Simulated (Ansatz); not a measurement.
Start from `NC[SiH2]S` and change one atom or group to get `NC[SiH2]BF`.

Ansatz, PBE0-D4/def2-TZVP geometries, multiplicity 1. Each molecule was computed in one conformer, which needn't be the lowest.

| property | `NC[SiH2]S` |
| --- | --- |
| HOMO–LUMO gap (PBE/def2-TZVPP) / eV | 5.10 |
| LUMO energy (PBE/def2-TZVPP) / eV | -0.48 |
| HOMO energy (B3LYP/def2-TZVPP) / eV | -6.78 |
| size of the dipole moment (B3LYP/def2-TZVPP) / D | 2.47 |
| HOMO–LUMO gap (ωB97M-V/def2-TZVPP) / eV | 11.33 |
| LUMO energy (PBE0/def2-TZVPP) / eV | 0.40 |

(1) What does the change do to each property? (Estimate.)

## Answers

(1) The calculation gave: 
```
                                        property  `NC[SiH2]BF`  shift
             HOMO–LUMO gap (PBE/def2-TZVPP) / eV          2.91  -2.19
               LUMO energy (PBE/def2-TZVPP) / eV         -2.57  -2.09
             HOMO energy (B3LYP/def2-TZVPP) / eV         -6.71   0.07
size of the dipole moment (B3LYP/def2-TZVPP) / D          1.20  -1.27
         HOMO–LUMO gap (ωB97M-V/def2-TZVPP) / eV          9.73  -1.60
              LUMO energy (PBE0/def2-TZVPP) / eV         -1.59  -1.99
```

With PBE0 the HOMO rises by 0.06 eV and the LUMO falls by 1.99 eV, so the gap narrows by about 2.05 eV. PBE moves the HOMO by 0.10 eV and ωB97M-V by -0.01 eV. Dipoles are sizes alone; their direction can turn.

B3LYP here is the variant with VWN-RPA as its local correlation; programs differ in this.
